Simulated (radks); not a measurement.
The numbers below are computed, except where a source is named.
Neutral lutetium, 71 electrons, occupied as [Xe] 4f14 6s2 6p1 (not the ground configuration). Level of theory: Dirac Kohn-Sham, PW91, spin-unpolarised, spherical densities, finite nucleus; open shells fill j = l - 1/2 first; Fermi nuclear charge, rms radius 5.37 fm (a radial shooting solver on a logarithmic mesh with Libxc functionals).

Unscreened Slater integrals over Kohn-Sham orbitals (cm^-1). Large and small components are both included. Empty in this configuration: 5d3/2.

F0(6p1/2,6p1/2): 43243
F0(6p1/2,6s1/2): 48624
G1(6p1/2,6s1/2): 30071
F0(6p1/2,4f7/2): 57563
G4(6p1/2,4f7/2): 1207.5
F0(6p1/2,4f5/2): 57604
G2(6p1/2,4f5/2): 1321.3
F0(6p1/2,5d3/2): 52301
G1(6p1/2,5d3/2): 15286
F0(6s1/2,6s1/2): 57255
F0(6s1/2,4f7/2): 75078
G3(6s1/2,4f7/2): 2385.9
F0(6s1/2,4f5/2): 75158
G3(6s1/2,4f5/2): 2302.8
F0(6s1/2,5d3/2): 64678
G2(6s1/2,5d3/2): 21785
F0(4f7/2,4f7/2): 282910
F2(4f7/2,4f7/2): 132190
F4(4f7/2,4f7/2): 82515
F6(4f7/2,4f7/2): 59247
F0(4f7/2,4f5/2): 285670
F2(4f7/2,4f5/2): 133640
F4(4f7/2,4f5/2): 83451
G2(4f7/2,4f5/2): 133220
G4(4f7/2,4f5/2): 83201
G6(4f7/2,4f5/2): 59752
F0(4f7/2,5d3/2): 109130
F2(4f7/2,5d3/2): 23264
G3(4f7/2,5d3/2): 8691.7
G5(4f7/2,5d3/2): 6486.8
F0(4f5/2,4f5/2): 288480
F2(4f5/2,4f5/2): 135150
F4(4f5/2,4f5/2): 84429
F0(4f5/2,5d3/2): 109330
F2(4f5/2,5d3/2): 22806
G1(4f5/2,5d3/2): 10752
G3(4f5/2,5d3/2): 8312.7
F0(5d3/2,5d3/2): 81359
F2(5d3/2,5d3/2): 39717
